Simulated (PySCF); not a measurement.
## Exact mass, isotope pattern and composition

Species: `FC(F)SC1=NSN=[C]1` [radical].

Calculated from tabulated atomic weights, isotope masses and abundances; no fragmentation.

Task: Find the molar and monoisotopic masses of C3HF2N2S2.

Result: For C3HF2N2S2, with standard atomic weights, 2 × 18.998 + 3 × 12.011 + 2 × 32.060 + 2 × 14.007 + 1 × 1.008 = 167.171 g/mol. From the most abundant isotopes (19F, 12C, 32S, 14N, 1H), 2 × 18.998403 + 3 × 12.000000 + 2 × 31.972071 + 2 × 14.003074 + 1 × 1.007825 = 166.9549 u.

Task: Give the isotope pattern of the singly charged cation M+, merging species of the same nominal mass.

Result: 
```csv
nominal mass,m/z (centroid),relative intensity
167,166.9544,100.0
168,167.9558,5.6
169,168.9503,9.2
170,169.9519,0.4
171,170.9468,0.3
```

Cut off at 0.1 %. One electron mass, 0.00055 u, is taken off.

Task: Give the mass fraction of each element.

Result: F 22.73 %, C 21.55 %, S 38.36 %, N 16.76 %, H 0.60 %.

Task: Protons, neutrons, electrons, and exact less nominal mass of the monoisotopic species?

Result: 83 protons, 84 neutrons and 83 electrons; 166.9549 − 167 = -0.0451 u.

Task: Resolve the fine structure: one atom at a time replaced by a minor isotope.

Result: Intensity in % of the monoisotopic species:

```tsv
isotope	mass shift (u)	m/z	intensity (%)
15N	+0.99703	167.9514	0.74
33S	+0.99939	167.9538	1.60
13C	+1.00335	167.9577	3.24
34S	+1.99580	168.9502	9.04
36S	+3.99501	170.9494	0.04
```

Species under 0.02 % are left out.

Task: What share of all molecules is the monoisotopic species?

Result: 1^2 × 0.9893^3 × 0.9493^2 × 0.99632^2 × 0.999885 = 86.60 %.
